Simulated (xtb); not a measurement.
FGa, charge -1, doublet, at a GFN2-xTB geometry (such geometries of metal compounds can be far from the true shape) (a state made from the parent by changing its charge; the spin is typed, not shown lowest); xtb with GFN1-xTB.

The xtb input:
```
$ xtb mol.xyz --gfn 1 --chrg -1 --uhf 1 --opt --json

# file mol.xyz
2

Ga    -0.00000000    -0.00000000    -0.45205283
F      0.00000000     0.00000000     1.55707084
```

What the program printed (banner, timings and long lists left out):

```
   ID    Z sym.   atoms
    1   31 Ga     1
    2    9 F      2

           -------------------------------------------------
          |                Calculation Setup                |
           -------------------------------------------------

           -------------------------------------------------
          |                 G F N 1 - x T B                 |
           -------------------------------------------------

          ...................................................
          :                      SETUP                      :
          :.................................................:
          :  # basis functions                  14          :
          :  # atomic orbitals                  13          :
          :  # shells                            5          :
          :  # electrons                        11          :
          :  # halogen bonds                     0          :
          :  max. iterations                   250          :
          :  Hamiltonian                  GFN1-xTB          :
          :  restarted?                      false          :
          :  GBSA solvation                  false          :
          :  PC potential                    false          :
          :  electronic temp.          300.0000000     K    :
          :  accuracy                    1.0000000          :
          :  -> integral cutoff          0.2500000E+02      :
          :  -> integral neglect         0.1000000E-07      :
          :  -> SCF convergence          0.1000000E-05 Eh   :
          :  -> wf. convergence          0.2000000E-04 e    :
          :  Broyden damping             0.4000000          :
          :  net charge                         -1          :
          :  unpaired electrons                  1          :
          ...................................................

 iter      E             dE          RMSdq      gap      omega  full diag
   1     -6.5678396 -0.656784E+01  0.587E+00    0.00       0.0  T
   2     -6.5926855 -0.248459E-01  0.241E+00    0.00       1.0  T
   3     -6.5934114 -0.725876E-03  0.116E+00    0.00       1.0  T
   4     -6.5934044  0.702669E-05  0.120E-01    0.00       1.0  T
   5     -6.5934145 -0.101897E-04  0.157E-02    0.00       4.5  T
   6     -6.5934147 -0.160544E-06  0.266E-03    0.00      26.6  T
   7     -6.5934147 -0.336220E-08  0.402E-06    0.00   17609.3  T
   8     -6.5934147  0.799361E-14  0.566E-06    0.00   12497.3  T

   *** convergence criteria satisfied after 8 iterations ***

         :::::::::::::::::::::::::::::::::::::::::::::::::::::
         ::                     SUMMARY                     ::
         :::::::::::::::::::::::::::::::::::::::::::::::::::::
         :: total energy              -6.593196640199 Eh    ::
         :: gradient norm              0.000345552740 Eh/a0 ::
         :: HOMO-LUMO gap              0.000000000000 eV    ::
         ::.................................................::
         :: SCC energy                -6.593414712067 Eh    ::
         :: -> electrostatic           0.116434164310 Eh    ::
         :: repulsion energy           0.000375801530 Eh    ::
         :: dispersion energy         -0.000157729662 Eh    ::
         :: halogen bond corr.         0.000000000000 Eh    ::
         :: add. restraining           0.000000000000 Eh    ::
         :: total charge              -1.000000000000 e     ::
         :::::::::::::::::::::::::::::::::::::::::::::::::::::

      -----------------------------------------------------------
     |                   =====================                   |
     |                        A N C O P T                        |
     |                   =====================                   |
     |               Approximate Normal Coordinate               |
     |                Rational Function Optimizer                |
      -----------------------------------------------------------
[...]
 * total energy  :    -6.5931966 Eh     change       -0.1687539E-13 Eh
   *** GEOMETRY OPTIMIZATION CONVERGED AFTER 1 ITERATIONS ***
[...]

 iter      E             dE          RMSdq      gap      omega  full diag
   1     -6.5934147 -0.659341E+01  0.221E-12    0.00       0.0  T
   2     -6.5934147  0.355271E-14  0.132E-12    0.00  100000.0  T
   3     -6.5934147 -0.177636E-14  0.999E-14    0.00  100000.0  T

   *** convergence criteria satisfied after 3 iterations ***

         :::::::::::::::::::::::::::::::::::::::::::::::::::::
         ::                     SUMMARY                     ::
         :::::::::::::::::::::::::::::::::::::::::::::::::::::
         :: total energy              -6.593196640199 Eh    ::
         :: gradient norm              0.000345517500 Eh/a0 ::
         :: HOMO-LUMO gap              0.000000000000 eV    ::
         ::.................................................::
         :: SCC energy                -6.593414712068 Eh    ::
         :: -> electrostatic           0.116434097694 Eh    ::
         :: repulsion energy           0.000375801530 Eh    ::
         :: dispersion energy         -0.000157729662 Eh    ::
         :: halogen bond corr.         0.000000000000 Eh    ::
         :: add. restraining           0.000000000000 Eh    ::
         :: total charge              -1.000000000000 e     ::
         :::::::::::::::::::::::::::::::::::::::::::::::::::::

           -------------------------------------------------
          |                Property Printout                |
           -------------------------------------------------

    * Orbital Energies and Occupations

         #    Occupation            Energy/Eh            Energy/eV
      -------------------------------------------------------------
         1        2.0000           -0.5593741             -15.2213
         2        2.0000           -0.3556206              -9.6769
         3        2.0000           -0.2733147              -7.4373
         4        2.0000           -0.2733147              -7.4373
         5        2.0000           -0.2595466              -7.0626
         6        0.5000           -0.0475299              -1.2934 (HOMO)
         7        0.5000           -0.0475299              -1.2934 (LUMO)
         8                          0.0456336               1.2418
         9                          0.0610528               1.6613
        10                          0.0610528               1.6613
        11                          0.0846197               2.3026
        12                          0.0846197               2.3026
        13                          0.2164027               5.8886
      -------------------------------------------------------------
                  HL-Gap            0.0000000 Eh            0.0000 eV
             Fermi-level           -0.1005341 Eh           -2.7357 eV

  Mulliken/CM5 charges         n(s)   n(p)   n(d)
     1Ga   -0.60419 -0.59668   1.973  1.447  0.184
     2F    -0.39581 -0.40332   1.806  5.590  0.000

Wiberg/Mayer (AO) data.
largest (>0.10) Wiberg bond orders for each atom

 ---------------------------------------------------------------------------
     #   Z sym  total        # sym  WBO       # sym  WBO       # sym  WBO
 ---------------------------------------------------------------------------
     1  31 Ga   1.046 --     2 F    1.046
     2   9 F    1.046 --     1 Ga   1.046
 ---------------------------------------------------------------------------

Topologies differ in total number of bonds
Writing topology from bond orders to xtbtopo.mol

 dipole moment from electron density (au)
     X       Y       Z
  -0.0000   0.0000  -0.7816  total (Debye):    1.987

optimized geometry written to: xtbopt.xyz

           -------------------------------------------------
          | TOTAL ENERGY               -6.593196640199 Eh   |
          | GRADIENT NORM               0.000345517500 Eh/α |
          | HOMO-LUMO GAP               0.000000000000 eV   |
           -------------------------------------------------

normal termination of xtb
```
